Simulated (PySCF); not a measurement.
Isomers of C3H8FNSi, mass 105.041 u with the commonest isotopes. Level of theory: PySCF 2.14.0, PBE0-D3(BJ)/def2-SVP geometry optimisation, gas phase. One conformer each, none proved a minimum here; rigid rotors.

**Question.** Order these by rotational constant C, largest first.
A. `[F:1][C@@H:2]1[CH2:3][NH:4][SiH2:5][CH2:6]1` with F1–C2–C3–N4 -80°, C2–C3–N4–Si5 -18°, C3–N4–Si5–C6 -4°, N4–Si5–C6–C2 24°
B. `[CH2:1]=[C:2]([CH2:3][F:4])[SiH2:5][NH2:6]` with C1–C2–C3–F4 -1°, C1–C2–Si5–N6 -80°, C2–Si5–N6–H -40° and 178°
C. `[F:1][Si@H:2]1[CH2:3][CH2:4][CH2:5][NH:6]1` with F1–Si2–C3–C4 93°, Si2–C3–C4–C5 38°, C3–C4–C5–N6 -38°, C4–C5–N6–Si2 18°
D. `[F:1][CH2:2][CH2:3]/[CH:4]=[N:5]\[SiH3:6]` with F1–C2–C3–C4 -62°, C2–C3–C4–N5 -131°

**Answer.** A (2159 MHz), C (1992 MHz), B (1330 MHz), D (1011 MHz).

**Question.** Order these by out-of-plane moment Σ m c² = (Ia + Ib − Ic)/2, smallest first.
A. `[F:1][CH2:2][CH2:3]/[CH:4]=[N:5]\[SiH3:6]` with F1–C2–C3–C4 -62°, C2–C3–C4–N5 -131°
B. `[F:1][Si@H:2]1[CH2:3][CH2:4][CH2:5][NH:6]1` with F1–Si2–C3–C4 93°, Si2–C3–C4–C5 38°, C3–C4–C5–N6 -38°, C4–C5–N6–Si2 18°
C. `[CH2:1]=[C:2]([CH2:3][F:4])[SiH2:5][NH2:6]` with C1–C2–C3–F4 -1°, C1–C2–Si5–N6 -80°, C2–Si5–N6–H -40° and 178°
D. `[F:1][C@@H:2]1[CH2:3][NH:4][SiH2:5][CH2:6]1` with F1–C2–C3–N4 -80°, C2–C3–N4–Si5 -18°, C3–N4–Si5–C6 -4°, N4–Si5–C6–C2 24°

**Answer.** A (13.00 u·Å²), B (29.50 u·Å²), C (31.16 u·Å²), D (35.68 u·Å²).

**Question.** Order these by rotational constant B, smallest first.
A. `[F:1][C@@H:2]1[CH2:3][NH:4][SiH2:5][CH2:6]1` with F1–C2–C3–N4 -80°, C2–C3–N4–Si5 -18°, C3–N4–Si5–C6 -4°, N4–Si5–C6–C2 24°
B. `[F:1][Si@H:2]1[CH2:3][CH2:4][CH2:5][NH:6]1` with F1–Si2–C3–C4 93°, Si2–C3–C4–C5 38°, C3–C4–C5–N6 -38°, C4–C5–N6–Si2 18°
C. `[F:1][CH2:2][CH2:3]/[CH:4]=[N:5]\[SiH3:6]` with F1–C2–C3–C4 -62°, C2–C3–C4–N5 -131°
D. `[CH2:1]=[C:2]([CH2:3][F:4])[SiH2:5][NH2:6]` with C1–C2–C3–F4 -1°, C1–C2–Si5–N6 -80°, C2–Si5–N6–H -40° and 178°

**Answer.** C (1072 MHz), D (1432 MHz), B (2430 MHz), A (2677 MHz).

| SMILES | point group | Ia (u·Å²) | Ib (u·Å²) | Ic (u·Å²) | κ | μa (D) | μb (D) | μc (D) |
| --- | --- | --- | --- | --- | --- | --- | --- | --- |
| F[Si@H]1CCCN1 | C1 | 104.65 | 208.01 | 253.66 | -0.69 | 2.02 | 0.49 | 0.80 |
| FCC/C=N\[SiH3] | C1 | 54.10 | 471.60 | 499.69 | -0.99 | 0.63 | 2.15 | 0.31 |
| F[C@@H]1CN[SiH2]C1 | C1 | 116.59 | 188.81 | 234.04 | -0.52 | 0.25 | 1.08 | 1.53 |
| C=C(CF)[SiH2]N | C1 | 89.46 | 352.96 | 380.09 | -0.95 | 1.73 | 1.04 | 0.75 |
